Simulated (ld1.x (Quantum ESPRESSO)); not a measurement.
# Scattering properties, TM potential for Xe (Z = 54)

ld1.x (Quantum ESPRESSO) 7.5 input, shortened:

```
&input
   title='Xe', zed=54., rel=2, dft='PBE', iswitch=3,
   config='[Kr] 4d10 5s2 5p4', rel_dist='average'
 /
 &inputp
   pseudotype=2, tm=.true., lloc=0,
   nlcc=.true., new_core_ps=.true.
 /
2
5P  2  1   4.00   0.00  1.50  1.50  0.0
5S  1  0   2.00   0.00  1.55  1.55  0.0
 &test
   configts(1)='5s2 5p4'
 /
```

Open shells are filled in proportion to 2j + 1 (rel_dist='average').

The phase is arctan(r·u′/u) with u = r·R(r), unwrapped; energies in Ry, scanned from -5 to 5 Ry. A pole is an energy at which the radial function vanishes at the test radius. The pseudo phase is shifted by a multiple of π to meet the all-electron one at the reference energy, and phase errors are pseudo minus all-electron; the curves can meet again beyond the range given. Levels narrower than the energy grid can be missing from the lists of poles.

**Question.** For each channel, where are the poles, and over which energies does the pseudopotential scatter like the atom?

**Answer.**

| channel | radius (bohr) | reference energy (Ry) | poles, all-electron | poles, pseudo | unbroken range about the reference energy with phases within 0.05 rad | phase error 1 Ry above the reference energy (rad) |
| --- | --- | --- | --- | --- | --- | --- |
| s | 1.70 | -2.89 | 3.13 | 2.26 | below 3.3 | -0.006 |
| p1/2 | 1.70 | -2.03 | none | 4.78 | the whole range | -0.007 |
| p3/2 | 1.70 | -1.92 | none | 4.78 | the whole range | -0.015 |

Note: ghost states, extra bound levels that the all-electron valence spectrum of the same l lacks: p3/2 at -4193.6 eV, p1/2 at -1305.6 eV, d at -14.3 eV. A true bound ghost makes a file unfit for plane-wave use.

Phases in the s channel:

```json
{"E (Ry)": "-5.00", "all-electron": "0.956", "pseudo": "0.947"}
{"E (Ry)": "-4.74", "all-electron": "0.892", "pseudo": "0.883"}
{"E (Ry)": "-4.48", "all-electron": "0.813", "pseudo": "0.804"}
{"E (Ry)": "-4.22", "all-electron": "0.712", "pseudo": "0.704"}
{"E (Ry)": "-3.96", "all-electron": "0.583", "pseudo": "0.576"}
{"E (Ry)": "-3.70", "all-electron": "0.419", "pseudo": "0.414"}
{"E (Ry)": "-3.44", "all-electron": "0.216", "pseudo": "0.213"}
{"E (Ry)": "-3.18", "all-electron": "-0.021", "pseudo": "-0.022"}
{"E (Ry)": "-2.92", "all-electron": "-0.269", "pseudo": "-0.269"}
{"E (Ry)": "-2.66", "all-electron": "-0.502", "pseudo": "-0.502"}
{"E (Ry)": "-2.40", "all-electron": "-0.699", "pseudo": "-0.701"}
{"E (Ry)": "-2.14", "all-electron": "-0.858", "pseudo": "-0.862"}
{"E (Ry)": "-1.88", "all-electron": "-0.982", "pseudo": "-0.988"}
{"E (Ry)": "-1.62", "all-electron": "-1.079", "pseudo": "-1.087"}
{"E (Ry)": "-1.36", "all-electron": "-1.157", "pseudo": "-1.166"}
{"E (Ry)": "-1.10", "all-electron": "-1.219", "pseudo": "-1.230"}
{"E (Ry)": "-0.84", "all-electron": "-1.270", "pseudo": "-1.282"}
{"E (Ry)": "-0.58", "all-electron": "-1.312", "pseudo": "-1.326"}
{"E (Ry)": "-0.32", "all-electron": "-1.348", "pseudo": "-1.363"}
{"E (Ry)": "-0.06", "all-electron": "-1.379", "pseudo": "-1.395"}
{"E (Ry)": "0.20", "all-electron": "-1.405", "pseudo": "-1.423"}
{"E (Ry)": "0.46", "all-electron": "-1.428", "pseudo": "-1.448"}
{"E (Ry)": "0.72", "all-electron": "-1.449", "pseudo": "-1.470"}
{"E (Ry)": "0.98", "all-electron": "-1.467", "pseudo": "-1.490"}
{"E (Ry)": "1.24", "all-electron": "-1.484", "pseudo": "-1.509"}
{"E (Ry)": "1.50", "all-electron": "-1.499", "pseudo": "-1.526"}
{"E (Ry)": "1.76", "all-electron": "-1.512", "pseudo": "-1.542"}
{"E (Ry)": "2.02", "all-electron": "-1.525", "pseudo": "-1.557"}
{"E (Ry)": "2.28", "all-electron": "-1.537", "pseudo": "-1.572"}
{"E (Ry)": "2.54", "all-electron": "-1.548", "pseudo": "-1.586"}
{"E (Ry)": "2.80", "all-electron": "-1.558", "pseudo": "-1.600"}
{"E (Ry)": "3.06", "all-electron": "-1.568", "pseudo": "-1.614"}
{"E (Ry)": "3.32", "all-electron": "-1.578", "pseudo": "-1.628"}
{"E (Ry)": "3.58", "all-electron": "-1.587", "pseudo": "-1.642"}
{"E (Ry)": "3.84", "all-electron": "-1.595", "pseudo": "-1.657"}
{"E (Ry)": "4.10", "all-electron": "-1.603", "pseudo": "-1.672"}
{"E (Ry)": "4.36", "all-electron": "-1.612", "pseudo": "-1.689"}
{"E (Ry)": "4.62", "all-electron": "-1.620", "pseudo": "-1.707"}
{"E (Ry)": "4.88", "all-electron": "-1.628", "pseudo": "-1.727"}
```
